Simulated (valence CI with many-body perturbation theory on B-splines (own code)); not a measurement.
# Ta59+: electric-dipole lines

Computed by relativistic CI+MBPT: four valence electrons over a frozen Dirac-Fock core [Ne], radial functions for each j: 11 s, 11 p, 10 d, 8 f, 5 g, 2 h, with the one-electron correlation potential Σ1, the two-electron term Σ2, the three-electron term Σ3, Breit, model QED; selected CI, second order for the rest, scaled by the run's own slope (own B-spline code, finite nucleus).

The last digits are not significant, and no measured levels were compared; by estimate large intervals hold to a few tenths of a per cent, small ones and those within an open d or f shell to about a per cent. Among the levels kept, up to 570 cm⁻¹ of a level comes from second order outside the variational space, and about a tenth of that is noise between levels of different J, which matters for small intervals.

Lines 51 to 100 of 562 in falling wavelength, among levels below 121.48 Ry, chosen from the strongest by gf and those to the six lowest levels. Wavelengths and rates use the calculated energies. Electric multipoles are in the length gauge, E1 and E2 with the static RPA response of the core. Weak lines are less certain than strong ones. Lines between different terms over intervals too small for the method are left out, as are lines whose strength nearly cancels. The highest levels of a list are the least certain.

Levels are named by their leading jj configuration (3d3/2^4 stands for four electrons in 3d with j = 3/2), which in mixed levels can hold well under half, so a name can repeat and another be missing. Letters in brackets count levels of one name in rising energy.

```tsv
λ vac (nm)	Upper	Lower	A (s⁻¹)	S (a.u.)
6.771	(3s 3p1/2^2 3p3/2) J=1	(3s^2 3p1/2 3p3/2) J=2	4.18e+10	1.92e-02
6.742	(3p1/2^2 3p3/2 3d5/2) J=2	(3s 3p1/2 3p3/2 3d5/2) J=1 [a]	2.35e+10	1.78e-02
6.729	(3p1/2^2 3p3/2 3d5/2) J=1	(3s 3p1/2 3p3/2 3d5/2) J=1 [c]	4.11e+10	1.85e-02
6.724	(3p1/2^2 3p3/2 3d5/2) J=2	(3s 3p1/2 3p3/2 3d5/2) J=3 [b]	2.89e+10	2.17e-02
6.713	(3p1/2^2 3d3/2^2) J=2	(3s 3p1/2 3d3/2^2) J=3	4.97e+10	3.71e-02
6.711	(3s 3p1/2 3p3/2^2) J=2 [b]	(3s^2 3p3/2^2) J=2	2.42e+10	1.80e-02
6.657	(3p1/2 3p3/2^3) J=1	(3s 3p3/2^3) J=2	4.59e+10	2.01e-02
6.608	(3p1/2^2 3p3/2 3d5/2) J=3	(3s 3p1/2 3p3/2 3d5/2) J=4 [c]	2.09e+10	2.09e-02
6.603	(3p1/2^2 3d5/2^2) J=2	(3s 3p1/2 3d5/2^2) J=3 [a]	7.62e+10	5.41e-02
6.522	(3s 3p1/2 3p3/2 3d5/2) J=3 [c]	(3s^2 3p3/2 3d5/2) J=4	3.08e+10	2.95e-02
6.505	(3p1/2 3p3/2^2 3d5/2) J=3	(3s 3p3/2^2 3d5/2) J=4 [a]	4.77e+10	4.54e-02
6.492	(3p1/2^2 3d3/2 3d5/2) J=4	(3s 3p1/2 3d3/2 3d5/2) J=4 [b]	2.42e+10	2.94e-02
6.490	(3p1/2^2 3d5/2^2) J=4	(3s 3p1/2 3d5/2^2) J=5	7.13e+10	8.66e-02
6.448	(3s 3p1/2^2 3p3/2) J=1	(3s^2 3p1/2 3p3/2) J=1	1.40e+10	5.54e-03
6.428	(3s 3p1/2 3p3/2 3d3/2) J=2 [e]	(3s^2 3p3/2 3d3/2) J=3	3.33e+10	2.18e-02
6.425	(3s 3p1/2 3p3/2 3d5/2) J=4 [c]	(3s^2 3p3/2 3d5/2) J=4	1.90e+10	2.24e-02
6.419	(3p1/2 3p3/2^2 3d5/2) J=4 [a]	(3s 3p3/2^2 3d5/2) J=5	4.47e+10	5.26e-02
6.418	(3s 3p1/2^2 3d3/2) J=1	(3s 3p1/2^2 3p3/2) J=1	1.49e+10	5.82e-03
6.406	(3p1/2^2 3d3/2 3d5/2) J=4	(3s 3p1/2 3d3/2 3d5/2) J=5	7.39e+10	8.63e-02
6.371	(3p1/2^2 3p3/2 3d5/2) J=2	(3s 3p1/2 3p3/2 3d5/2) J=3 [a]	2.36e+10	1.51e-02
6.342	(3p1/2^2 3d3/2 3d5/2) J=3	(3s 3p1/2 3d3/2 3d5/2) J=2 [a]	1.70e+10	1.50e-02
6.337	(3p1/2 3p3/2^2 3d3/2) J=2 [b]	(3s 3p3/2^2 3d3/2) J=3 [a]	3.03e+10	1.90e-02
6.319	(3p1/2 3p3/2^2 3d5/2) J=4 [b]	(3s 3p3/2^2 3d5/2) J=4 [a]	3.31e+10	3.71e-02
6.303	(3p1/2^2 3p3/2 3d5/2) J=4	(3s 3p1/2 3p3/2 3d5/2) J=5	6.69e+10	7.45e-02
6.296	(3p1/2^2 3d3/2 3d5/2) J=3	(3s 3p1/2 3d3/2 3d5/2) J=4 [a]	6.46e+10	5.57e-02
6.293	(3p1/2 3p3/2^2 3d3/2) J=3 [b]	(3s 3p3/2^2 3d3/2) J=4	5.91e+10	5.09e-02
6.258	(3p1/2 3p3/2^2 3d5/2) J=5	(3s 3p3/2^2 3d5/2) J=5	3.38e+10	4.49e-02
6.255	(3p1/2^2 3p3/2 3d3/2) J=2	(3s 3p1/2 3p3/2 3d3/2) J=3 [a]	4.68e+10	2.82e-02
6.241	(3p1/2^2 3p3/2 3d3/2) J=3	(3s 3p1/2 3p3/2 3d3/2) J=4	8.17e+10	6.86e-02
6.190	(3p1/2^2 3d3/2^2) J=2	(3s 3p1/2 3d3/2^2) J=2 [a]	3.97e+10	2.32e-02
6.187	(3s 3p1/2^2 3d3/2) J=2	(3s 3p1/2^2 3p3/2) J=1	6.38e+09	3.73e-03
6.165	(3s 3p1/2 3p3/2 3d3/2) J=2 [b]	(3s 3p1/2 3p3/2^2) J=3	6.06e+10	3.50e-02
6.138	(3p1/2^2 3p3/2 3d5/2) J=3	(3s 3p1/2 3p3/2 3d5/2) J=4 [b]	3.00e+10	2.40e-02
6.067	(3p1/2^2 3d5/2^2) J=4	(3s 3p1/2 3d5/2^2) J=4 [a]	1.39e+10	1.38e-02
5.995	(3p1/2^2 3d3/2 3d5/2) J=2	(3p1/2^2 3p3/2 3d5/2) J=3	4.77e+10	2.53e-02
5.982	(3s^2 3p1/2 3d3/2) J=2	(3s^2 3p1/2 3p3/2) J=2	9.37e+09	4.95e-03
5.940	(3p1/2^2 3d3/2^2) J=2	(3p1/2^2 3p3/2 3d3/2) J=3	3.28e+10	1.69e-02
5.843	(3p1/2^2 3p3/2 3d3/2) J=1	(3s 3p1/2 3p3/2 3d3/2) J=2 [b]	7.66e+10	2.26e-02
5.728	(3s^2 3p1/2 3d3/2) J=2	(3s^2 3p1/2 3p3/2) J=1	3.22e+08	1.49e-04
5.657	(3p1/2^2 3p3/2 3d5/2) J=4	(3s 3p1/2 3p3/2 3d5/2) J=4 [a]	3.43e+10	2.76e-02
5.622	(3s 3p1/2^2 3d3/2) J=1	(3s 3p1/2^2 3p3/2) J=2	5.39e+09	1.42e-03
5.568	(3s 3p1/2 3d3/2 3d5/2) J=4 [b]	(3s 3p1/2 3p3/2 3d5/2) J=4 [b]	2.13e+10	1.63e-02
5.444	(3s 3p1/2^2 3d3/2) J=2	(3s 3p1/2^2 3p3/2) J=2	1.33e+10	5.31e-03
5.195	(3p1/2^2 3d3/2 3d5/2) J=4	(3p1/2^2 3p3/2 3d5/2) J=4	3.29e+10	2.05e-02
5.127	(3s 3p1/2 3d3/2 3d5/2) J=5	(3s 3p1/2 3p3/2 3d5/2) J=5	2.14e+10	1.57e-02
4.958	(3s^2 3p1/2 3d3/2) J=1	(3s^2 3p1/2 3p3/2) J=2	4.97e+09	8.98e-04
4.782	(3s^2 3p1/2 3d3/2) J=1	(3s^2 3p1/2 3p3/2) J=1	2.73e+09	4.41e-04
4.779	(3s 3p1/2^2 3d5/2) J=3	(3s^2 3p1/2 3d3/2) J=2	3.89e+08	1.47e-04
4.539	(3s 3p1/2^2 3d5/2) J=2	(3s^2 3p1/2 3d3/2) J=2	7.26e+08	1.67e-04
4.488	(3s 3p1/2 3d5/2^2) J=4 [a]	(3s 3p1/2 3p3/2 3d5/2) J=3 [c]	3.91e+10	1.57e-02
```
